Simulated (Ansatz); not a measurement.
(CdS)2 ring (Cd₂S₂). The state is a singlet with charge 0. Geometry r2SCAN-D4/def2-SVP; atoms count from 1.

Cartesian coordinates in Å:
```
Cd 0.8145 -0.0384 1.1219
S -1.5890 0.4715 1.1698
Cd -0.8145 0.0384 -1.1219
S 1.5890 -0.4715 -1.1698
```

In the def2 sets Cd takes a core potential; there is no spin–orbit coupling.

(1) Estimate the Mulliken populations from the PBE0/def2-TZVP orbitals of Ansatz.

(2) And the Mayer bond orders between heavy atoms (over 0.3)?

Answers

(1) 
```csv
atom,charge (e),d electrons
Cd1,0.60,9.99
S2,-0.60,–
Cd3,0.60,9.99
S4,-0.60,–
```
Mulliken values depend strongly on the basis.

(2) Cd1–S2 0.92 (2.46 Å); Cd1–S4 0.92 (2.46 Å); S2–Cd3 0.92 (2.46 Å); Cd3–S4 0.92 (2.46 Å).
